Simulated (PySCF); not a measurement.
## Electron correlation in Au³⁺ (gold, charge +3)

[Xe] 4f14 5d8, high-spin 3F determinant. All numbers are calculated (PySCF 2.14, the spin-free X2C one-electron Hamiltonian (Gaussian nucleus), in x2c-TZVPPall with one added diffuse shell each of s, p, d, f type (12s8p8d4f1g, 113 functions)). Frozen: [Kr] 4d10 4f14; 16 electrons correlated.

| level | correlation energy (mhartree) |
| --- | --- |
| CCSD | -402.66 |
| (T) | -7.74 |
| CCSD(T) | -410.40 |

Diagnostics: T1 = 0.0038, D1 = 0.0070, largest double amplitude 0.023.

Q: Is a single reference adequate?

A: Yes, within this model without spin-orbit coupling: T1 lies below 0.03 and no double amplitude reaches 0.07.

This basis was not built for core-valence correlation, so the inner-shell part is incomplete.
